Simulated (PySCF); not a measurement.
**Where the electron goes**

C4H11NSi2.
Atom-mapped SMILES: `[CH3:1][NH:2][Si@@H:3]1[CH:4]=[CH:5][CH2:6][SiH2:7]1` (hydrogens: H8, H9, H10 on C1; H11 on N2; H12 on Si3; H13 on C4; H14 on C5; H15, H16 on C6; H17, H18 on Si7)

Theory: TDDFT CAM-B3LYP/def2-SVPD, vertical, gas phase, core orbitals frozen in the response (PySCF 2.14.0, density-fitted response routines). The structure is a single GFN2-xTB conformer in the gas phase; no vibrational or solvent corrections.

Frontier orbitals with the atoms that hold most of them (Löwdin shares over 4%, at most four atoms; ? is withheld):

| orbital | ε (eV) | atoms |
| --- | --- | --- |
| HOMO-3 | -10.35 | Si7 28%, C6 18%, C5 10%, H18 10% |
| HOMO-2 | -9.51 | N2 18%, Si3 17%, Si7 15%, C6 12% |
| HOMO-1 | -8.83 | ? |
| HOMO | ? | N2 43%, Si7 13%, Si3 12%, C1 7% |
| LUMO | 0.67 | ? |
| LUMO+1 | 1.15 | Si7 22%, C6 11%, C5 10%, Si3 9% |
| LUMO+2 | 1.37 | Si7 25%, Si3 19%, C5 8%, C1 8% |

(1) Give the leading atoms of the LUMO.

(2) Give the leading atoms of the HOMO-1.

(3) What is the HOMO energy, and the HOMO–LUMO gap?

## Answers

(1) Si3 (bonded to C, N, Si and H) 20%; C5 (bonded to 2 C and H) 20%; Si7 (bonded to C, Si and 2 H) 12%; C4 (bonded to C, Si and H) 11%. By element: silicon 32%, carbon 31% or more.

(2) C4 (bonded to C, Si and H) 36%; C5 (bonded to 2 C and H) 31%; C6 (bonded to C, Si and 2 H) 9%; Si3 (bonded to C, N, Si and H) 5%. By element: carbon 76% or more, silicon 5% or more.

(3) ε(HOMO) = -7.68 eV; the gap is 8.35 eV (0.3070 hartree).

Q: How does S1 compare with the orbital gap of 8.35 eV?

A: S1 is at 5.13 eV (f = 0.011), 3.22 eV below the gap, made of HOMO→LUMO (94%). 

Q: Give energy, strength and leading configuration of S1 and S5, and follow the Löwdin shares of the leading atoms from the occupied to the empty orbital.

A: 
- S1 (5.13 eV, f 0.011), HOMO→LUMO (94%): N2 43% → at most 12%, Si7 13% → 12%, Si3 12% → 20%, C5 at most 8% → 20%
- S5 (6.50 eV, f 0.096), HOMO-1→LUMO (81%): C4 36% → 11%, C5 31% → 20%, Si3 5% → 20%

The run took 2.6 min wall, 2.3 min CPU on one thread, Intel Xeon at 2.50 GHz (x86_64), on a shared host, and the process peaked at 1.1 GiB of memory.
